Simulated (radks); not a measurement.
The numbers below are computed, except where a source is named.
Question: The mean radii <r> (bohr) of the occupied orbitals of an atom or ion are listed with their occupations. Level of theory: non-relativistic Kohn-Sham, exchange-only r2SCAN, spin-polarised, spherical densities, point nucleus; meta-GGA in the generalised Kohn-Sham scheme (a radial shooting solver on a logarithmic mesh with Libxc functionals).

| orbital | occ. | <r> |
|---|---|---|
| 1s | 2 | 0.1581 |
| 2s | 2 | 0.8970 |
| 2p | 6 | 0.9773 |

Name the element and its charge. Open shells, if any, are filled with parallel spins first.

Answer: Z = 10, neon, charge 0: Ne in [Ne]. The 1s radius gives Z: for a bare nucleus <r> = 1.5/Z, 0.15 bohr for Z = 10, and screening makes it slightly larger (0.1581 here). The occupations add up to 10, and the charge is Z minus that.
